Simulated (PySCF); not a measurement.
**Basis and Hamiltonian dependence of the ionisation energy of I⁺**

I⁺ [Kr] 4d10 5s2 5p4 (3P) → I²⁺ [Kr] 4d10 5s2 5p3 (4S). All values are computed (PySCF 2.14, energy differences of UHF-based or UKS calculations, no spin-orbit coupling). Values in eV.

```tsv
basis	Hamiltonian	functions	UHF	PBE	PBE0	MP2 (valence)	CCSD(T) (valence)	CCSD(T) (valence and next inner shell)
cc-pVTZ-PP with ECP28MDF	ECP	39	17.671	n/a	n/a	18.276	18.427	n/a
Sapporo-DKH3-DZP-2012	spin-free X2C	52	17.645	18.732	18.749	18.030	n/a	n/a
def2-TZVPPD with the def2 core potential (28 electrons)	ECP	59	17.684	18.727	18.747	18.283	18.433	18.521
x2c-TZVPPall	spin-free X2C	60	17.718	18.760	18.773	18.302	n/a	18.530
x2c-TZVPall	spin-free X2C	60	17.718	n/a	18.773	18.302	n/a	n/a
aug-cc-pVTZ-PP with one added diffuse shell each of d, f type with ECP28MDF	ECP	67	17.662	18.704	18.722	18.284	18.438	n/a
ANO-RCC-VTZP	spin-free X2C	68	17.718	18.770	18.791	18.355	18.519	18.646
def2-QZVPPD with the def2 core potential (28 electrons)	ECP	91	17.687	18.732	18.749	18.423	18.598	n/a
aug-cc-pwCVTZ-PP with ECP28MDF	ECP	96	17.671	18.724	18.739	18.320	18.481	n/a
aug-cc-pwCVTZ-DK3	spin-free X2C	109	17.675	18.738	18.753	18.327	18.488	n/a
x2c-QZVPPall	spin-free X2C	112	17.676	18.734	18.750	18.408	18.582	n/a
aug-cc-pVQZ-PP with one added diffuse shell each of s, p, d, f, g type with ECP28MDF	ECP	117	17.663	18.709	18.726	18.404	n/a	n/a
aug-cc-pV5Z-PP with ECP28MDF	ECP	139	17.664	18.714	18.730	18.455	n/a	n/a
aug-cc-pwCVQZ-PP with ECP28MDF	ECP	169	17.672	n/a	n/a	n/a	n/a	n/a
```

Frozen in the all-electron rows: valence: [Kr] 4d10; valence and next inner shell: [Ar] 3d10; with a core potential, the same shells as far as they lie outside it.

Reference for a calculation without spin-orbit coupling: 18.750 eV (measured, between term centres; NIST).
